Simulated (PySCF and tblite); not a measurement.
Values are calculated unless marked as measured or tabulated.
C7H7FO, numbered as in [CH3:1][O:2][c:3]1[cH:4][cH:5][cH:6][cH:7][c:8]1[F:9].

Geometries PBE0-D3(BJ)/def2-SVP; weights from PBE0-D3(BJ)/def2-SVPD (IEF-PCM, chloroform) energies and GFN2-xTB thermal corrections, with symmetry numbers and mirror pairs. Conformers within 3 kcal/mol (GFN2-xTB free energy) were kept, 8 at most. GIAO shieldings: WP04/pcSseg-1 (IEF-PCM, chloroform). Shifts are against TMS (¹H), TMS (¹³C), CFCl3 (¹⁹F) at the same level. Programs: PySCF with density fitting and tblite.

**Question.** Predict the averaged NMR shifts at 298.15 K.

**Answer.** ¹H: 7.03 (H5, 1H), 7.02 (H7, 1H), 6.85 (H6, 1H), 6.71 (H4, 1H), 3.74 (H1, 3H) ppm. ¹³C: 161.2 (C8), 155.2 (C3), 131.1 (C5), 125.9 (C6), 122.4 (C7), 117.5 (C4), 56.9 (C1) ppm. ¹⁹F: -140.8 (F9) ppm.

**Question.** How do the conformers differ?

**Answer.** Torsions listed: C1–O2–C3–C4. Of a mirror pair one member is shown.
| conformer | shape | weight % |
| --- | --- | --- |
| 1 | 1° | 98.7 |
| 2 | 150° | 1.3 |

| signal | 1 | 2 | average |
| --- | --- | --- | --- |
| H1 | 3.74 | 3.93 | 3.74 |
| H4 | 6.70 | 6.92 | 6.71 |
| H5 | 7.04 | 7.02 | 7.03 |
| H6 | 6.84 | 6.89 | 6.85 |
| H7 | 7.02 | 7.04 | 7.02 |
| C1 | 56.8 | 62.4 | 56.9 |
| C3 | 155.3 | 154.4 | 155.2 |
| C4 | 117.4 | 127.6 | 117.5 |
| C5 | 131.1 | 131.3 | 131.1 |
| C6 | 125.9 | 127.6 | 125.9 |
| C7 | 122.4 | 123.9 | 122.4 |
| C8 | 161.1 | 162.1 | 161.2 |
| F9 | -140.8 | -136.8 | -140.8 |

**Question.** Which signal moves most, for its nucleus, between 220 and 380 K through the change of populations alone?

**Answer.** C4: 117.4 ppm at 220 K, 117.4 ppm at 260 K, 117.5 ppm at 298.15 K, 117.6 ppm at 340 K, 117.7 ppm at 380 K. Exchange is taken as fast throughout; ring flips and hindered rotations can be slow on the NMR time scale at the lower temperatures.

Thermal terms of a conformer that GFN2-xTB lacks, or places elsewhere, come from the nearest GFN2-xTB minimum; such a conformer stays in the set even outside the window. Unscaled ¹⁹F shifts at such levels can be off by tens of ppm; differences between conformers or isomers are more reliable. Shifts are unscaled: against experiment ¹³C can be off by 15 ppm or more and ¹H by 0.8 ppm.
